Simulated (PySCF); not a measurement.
# Telling isomers of C$_{5}$H$_{10}$O$_{2}$ apart by NMR

Relativity neglected, isolated molecule, one computed conformer, fast rotation and ring inversion assumed for equivalent nuclei. Shielding tensors at PBE0/pcSseg-1 (GIAO); GFN2-xTB structure; PySCF 2.14.0 with density-fitted response routines.

δ = σ(ref) − σ, references computed at the same level: ¹H (σref 31.72) and ¹³C (σref 186.93) vs TMS. Where no couplings were computed, multiplicities follow the n + 1 count of equivalent neighbours, and m marks all less simple cases (inequivalent or close neighbours, rings, F or P nearby). Acid and N–H amide carbonyl carbons lie up to 10 ppm further downfield in solution (hydrogen bonding). Shifts are as computed. Against solution values, carbons near 30 ppm lie about +3 ppm off and those near 130 ppm about +5 ppm. Of 1211 compounds with measured shifts, 218 miss one by over three times the rms of a fit or turn the order of signals round; such compounds aren't used in these exercises. OH and NH positions are gas-phase values without hydrogen bonding to other molecules.

(1) Tabulate the signals of `CCCOC(C)=O`, `CC(C)(C)C(=O)O` and their relative energies.

(2) What is the quickest way to tell CCCOC(C)=O from CC(C)(C)C(=O)O?

Answers

(1) 
```tsv
SMILES	carbon types	δC	δH	E rel. (kcal/mol)
CCCOC(C)=O	1×C 2×CH2 2×CH3	176.3, 69.2, 26.0, 23.4, 11.2	4.14 (t, 2H), 2.07 (s, 3H), 1.70 (m, 2H), 0.91 (t, 3H)	7.6
CC(C)(C)C(=O)O	2×C 3×CH3	183.6, 40.5, 29.0	5.93 (br s, 1H), 1.29 (s, 9H)	0.0
```

Energies are electronic energies at PBE0/pcSseg-1 on these geometries, without zero-point or thermal terms, each for the one conformer computed, which needn't be the lowest.

(2) Count the carbon signals: 5 against 3. The first has an sp3 CH2 bonded to O at 69.2 ppm, the second a quaternary sp3 carbon α to a carbonyl (C) at 40.5 ppm. Their most deshielded carbons lie at 176.3 and 183.6 ppm. In the proton spectra the most deshielded non-exchanging signals are 4.14 (t, 2H) and 1.29 (s, 9H).
